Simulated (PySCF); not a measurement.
Below is a simulated gas-phase C 1s photoelectron spectrum of `[SiH3][Ge@H]([GeH3])[c]1ccncc1`.

Every computed line was given a Gaussian of 1.0 eV full width at half maximum and an area set by the number of equivalent atoms; the highest printed point is 100. Computed, not measured: PySCF 2.14.0, delta-SCF UKS SCAN, pcX-2 on the ionised atom, pcseg-1 elsewhere, spin-free X2C.

(binding energy (eV), intensity): (288.9, 0), (289.0, 1), (289.1, 1), (289.2, 2), (289.3, 4), (289.4, 7), (289.5, 11), (289.6, 18), (289.7, 26), (289.8, 37), (289.9, 49), (290.0, 62), (290.1, 74), (290.2, 85), (290.3, 93), (290.4, 98), (290.5, 100), (290.6, 99), (290.7, 96), (290.8, 92), (290.9, 86), (291.0, 79), (291.1, 71), (291.2, 63), (291.3, 53), (291.4, 43), (291.5, 34), (291.6, 25), (291.7, 18), (291.8, 12), (291.9, 8), (292.0, 5), (292.1, 3), (292.2, 1), (292.3, 1), (292.4, 0), (292.5, 0)

Problem. How many maxima does the curve show, and how many computed lines lie under it?

Solution. The curve has 1 maximum (at 290.5 eV). Under it lie 3 lines from 3 inequivalent carbon sites. At this width some lines have no maximum of their own.

Problem. Decompose the envelope and assign each component. Numbering: `[SiH3:1][Ge@H:2]([GeH3:3])[c:4]1[cH:5][cH:6][n:7][cH:8][cH:9]1`.

Solution. 
| position (eV) | relative area | line | atoms | environment |
| --- | --- | --- | --- | --- |
| 290.34 | 2 | C 1s | C5/C9 | aromatic CH carbon |
| 290.36 | 1 | C 1s | C4 | substituted aromatic carbon |
| 291.06 | 2 | C 1s | C6/C8 | aromatic CH next to a ring nitrogen |

Lowest listed C 1s: C5/C9, bonded to 2 C (aromatic in the SMILES) and H. Highest, 0.72 eV above it: C6/C8, bonded to N (aromatic in the SMILES), C (aromatic in the SMILES) and H. The widest gap between neighbouring values is 0.70 eV, between 290.36 and 291.06 eV. Summing the Pauling electronegativity differences to the bonded atoms, each weighted by its formal bond order, gives -0.35 for the lowest site and +0.39 for the highest; no listed site has a larger sum than the highest. The smallest sum, -0.54, belongs to C4, 0.02 eV above the lowest. The values 290.34 and 290.36 eV lie too close for their order to be trusted.

Shake-up satellites, vibrational structure and lifetime widths aren't simulated. Topologically equivalent atoms share the value of their first member; where this conformer doesn't relate them by symmetry, their own values could differ. Spin contamination (⟨S²⟩ against 0.75 for a pure doublet) is marked for C 1s of C4 (0.87), which makes this value less certain. Isolated species at its PBE0-D3(BJ)/def2-SVP geometry (one conformer only).

The values belong to the conformer `[SiH3:1][Ge@H:2]([GeH3:3])[c:4]1[cH:5][cH:6][n:7][cH:8][cH:9]1`: Si1–Ge2–C4–C5 58°.
